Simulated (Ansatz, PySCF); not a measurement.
Gas-phase reaction (SMILES): [CH3][Ge]([F])([F])[F] [trifluoro(methyl)germane] + [H][H] (H2) -> [F][GeH]([F])[F] [trifluorogermane] + C (CH4); hydrogen cleaves one Ge-C bond, a model of a ligand-exchange step.

Structures are relaxed separately at B3LYP-D3(BJ)/def2-TZVP in Ansatz (a program for electronic structure). Valence correlation only, unless marked. Spin-orbit coupling is left out. Frozen are the shells of the preceding noble gas and the d and f shells that filled before the atom's block. Non-relativistic. Basis-set limits of correlation are two-point, X^-3; Hartree-Fock from the larger set. Thermal terms are rigid-rotor harmonic-oscillator values from B3LYP-D3(BJ) frequencies (Ansatz or PySCF) at 298.15 K and 1 atm. 1 Eh = 627.5095 kcal/mol.

```csv
species,"E, CCSD(T)/CBS(cc-pVTZ,cc-pVQZ) (Ansatz) (Eh)","E, PBE-D3(BJ)/def2-TZVPD (Ansatz + dftd3) (Eh)",H - E (Eh)
[CH3][Ge]([F])([F])[F],-2414.89854,-2416.08833,0.05163
[H][H] (H2),-1.17450,-1.16598,0.01336
[F][GeH]([F])[F],-2375.62024,-2376.79440,0.02081
C (CH4),-40.45816,-40.46420,0.04840
```

**Question.** Work out ΔE and ΔH at 298.15 K at the first level, then ΔH at the second.

**Answer.** 
1. ΔE = [(-2375.62024) + (-40.45816)] - [(-2414.89854) + (-1.17450)] = -0.00536 Eh = -3.4 kcal/mol at CCSD(T)/CBS(cc-pVTZ,cc-pVQZ).
2. The terms H - E add up to 0.00422 Eh, so ΔH = (-0.00536 + (0.00422))×627.5095 = -0.7 kcal/mol.
3. At PBE-D3(BJ)/def2-TZVPD the same steps give ΔE = -2.7 and ΔH = -0.0 kcal/mol, a shift of +0.7 from the first level.
4. These values are not checked against measurement here, since the tables used lack a sound gas-phase enthalpy of formation for at least one species.
